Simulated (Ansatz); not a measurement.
Relaxation of BrF4H3OW (10 atoms, charge 0, multiplicity 1), to a largest force component of 0.03 eV/Å in at most 50 steps.

Theory: Ansatz 0.2.0, RHF/def2-SVP.

```xyz
10
Properties=species:S:1:pos:R:3
W 0.402 0.233 -0.226
H -0.547 -0.166 2.531
O 1.971 -0.251 -0.948
H 2.859 -0.392 -1.245
F 0.291 1.694 -1.330
F -1.169 0.794 0.534
F 0.344 -1.283 0.800
F -0.601 -0.677 -1.471
Br 1.627 1.586 1.543
H -0.227 0.199 3.047
```

Question: Where does it end, and by what steps?

Answer: It converged. The force dipped under the threshold on the way, but the program's further checks kept it going. After 15 steps the energy has fallen by 0.413 eV; H10 moved furthest, 1.48 Å.

| step | energy less start (eV) | largest force component (eV/Å) | accepted |
| --- | --- | --- | --- |
| 0 | 0.0000 | 1.236 | yes |
| 1 | -0.2032 | 0.300 | yes |
| 2 | -0.3165 | 0.231 | yes |
| 3 | -0.3660 | 0.162 | yes |
| 4 | -0.3923 | 0.060 | yes |
| 5 | -0.3982 | 0.232 | yes |
| 6 | -0.4068 | 0.168 | yes |
| 7 | -0.4099 | 0.151 | yes |
| 8 | -0.4109 | 0.029 | yes |
| 9 | -0.4115 | 0.094 | yes |
| 10 | -0.4118 | 0.052 | yes |
| 11 | -0.4121 | 0.049 | yes |
| 12 | -0.4124 | 0.033 | yes |
| 13 | -0.4125 | 0.128 | yes |
| 14 | -0.4128 | 0.045 | yes |
| 15 | -0.4133 | 0.005 | yes |

```xyz
10
Properties=species:S:1:pos:R:3
W 0.569 0.355 -0.514
H -0.969 -0.532 3.685
O 2.085 -0.248 -1.267
H 2.918 -0.524 -1.621
F 0.422 1.715 -1.738
F -0.980 0.973 0.257
F 0.539 -1.026 0.695
F -0.496 -0.670 -1.615
Br 1.815 1.801 1.055
H -0.952 -0.104 4.297
```

Whether the end is a true minimum wasn't checked by a vibrational analysis.

Time of the run: 46 s on 4 threads of Arm Neoverse V1, with other jobs on the host, peak memory 0.48 GiB.
